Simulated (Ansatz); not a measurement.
Mulliken charges of `C[SiH]([NH])O` radical from r2SCAN/def2-TZVPP in Ansatz (PBE0-D4/def2-TZVP geometry).

```csv
atom,x (Å),y (Å),z (Å),charge (e)
C1,0.076,1.322,0.308,-0.312
Si2,-0.277,-0.455,-0.102,0.629
N3,0.905,-1.199,-1.151,-0.355
O4,-0.310,-1.266,1.325,-0.431
H5,1.069,1.426,0.750,0.084
H6,0.022,1.950,-0.584,0.069
H7,-0.657,1.688,1.031,0.087
H8,-1.574,-0.600,-0.832,-0.117
H9,1.061,-0.696,-2.026,0.145
H10,-0.230,-2.220,1.283,0.201
```

Question: By hand: the dipole of these point charges (1 e Å = 4.8032 D).

Answer: Σ q r = (-0.060, 0.197, -0.149) e Å, of length 0.254 e Å = 1.22 D.

Question: How does the dipole of the full density compare? (Estimate.)

Answer: Ansatz gave: (-0.034, 0.170, -0.168) e Å, 1.16 D; the point charges give 1.05 times that, at 9° from its direction.

Point charges leave out the atoms' own dipoles, such as those of lone pairs, and Mulliken's split depends on the basis, so the close match here is no proof of good charges.
